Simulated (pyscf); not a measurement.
**HO–Ge(Cl)(Cl)–Cl (SMILES [OH][Ge]([Cl])([Cl])[Cl]), singlet**

Gas-phase minimum from PySCF at ωB97X-D3(BJ)/def2-SVP, one conformer. 

```
Ge
O 1 1.7464
H 2 0.9662 1 113.54
Cl 1 2.1108 2 106.69 3 179.80
Cl 1 2.1250 2 111.08 3 -60.15
Cl 1 2.1250 2 111.02 3 59.74
```
Charge 0, spin multiplicity 1.

Properties at ωB97X-D3(BJ)/def2-SVP:

```
Item                                                                                                                                                                             Value
---------------------------------------------------------------------------------------------------------------------  ---------------------------------------------------------------
Harmonic wavenumbers, unscaled                                                                                         94, 140, 158, 176, 219, 238, 425, 475, 487, 770, 901, 3890 cm⁻¹
Zero-point energy                                                                                                                                                        11.4 kcal/mol
Rotational symmetry number                                                                                                                                                           1
Entropy of this conformer at 298 K and 1 atm, rigid rotor and harmonic oscillator, modes under 100 cm⁻¹ raised to 100                                                  369.8 J/(mol K)
Dipole moment                                                                                                                                                                   1.64 D
```

Single-point totals, which compare only within one level:

| level | total energy (hartree) |
|---|---|
| ωB97X-D3(BJ)/def2-TZVP | -3533.65458 |
| PBE/def2-TZVP | -3532.71351 |
| r²SCAN/def2-TZVP | -3533.53840 |
| B3LYP-D3(BJ)/def2-TZVP | -3533.76608 |
| PBE0-D3(BJ)/def2-TZVP | -3532.88379 |
| M06-2X/def2-TZVP | -3533.61422 |
| ωB97M-D3(BJ)/def2-TZVP | -3533.85783 |

Soft torsions are taken as harmonic, which can shift the entropy by several J/(mol K). Elements up to Kr have no core potential and no relativistic terms here.
